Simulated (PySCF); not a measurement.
**CaF: calculation against experiment**

**Experimental background.**

From Liu, Meijer, Perez-Rios, Phys. Chem. Chem. Phys. 22 (2020) 24191, for the gas: dipole moment 3.07 D.

The results are set against them at the end.

Species: CaF (doublet state).
Atom-mapped SMILES: `[F:1][Ca:2]`

Cartesian coordinates in Å at the PBE0-D3(BJ)/def2-SVP level; atoms count from 1:
```
atom  x, y, z in Å
F1     0.9682   -0.0038   -0.0081
Ca2   -0.9627    0.0063   -0.0202
```

Runs made with PySCF (gas phase, on this PBE0-D3(BJ)/def2-SVP geometry; no spin–orbit coupling):

| level | job | basis functions | wall time |
| --- | --- | --- | --- |
| PBE0-D3(BJ)/def2-SVP, grid level 1 | geometry optimisation from a GFN2-xTB start | 38 | 2.2 s |

Hardware: one thread of an x86-64 server (shared host).

## Comparison

**Dipole moment.** Measured: 3.07 D (Liu, Meijer, Perez-Rios, Phys. Chem. Chem. Phys. 22 (2020) 24191).

```json
{"level": "PBE0-D3(BJ)/def2-SVP", "computed (D)": "3.20", "computed − measured (D)": "+0.13", "% (from the printed values)": "+4"}
```

The computed dipoles belong to one fixed geometry; measured ones are averaged over vibrations unless marked μe. Magnitudes are compared, not signs.

The geometry is computed, not the measured one. Where a level misses, the cause wasn't examined.
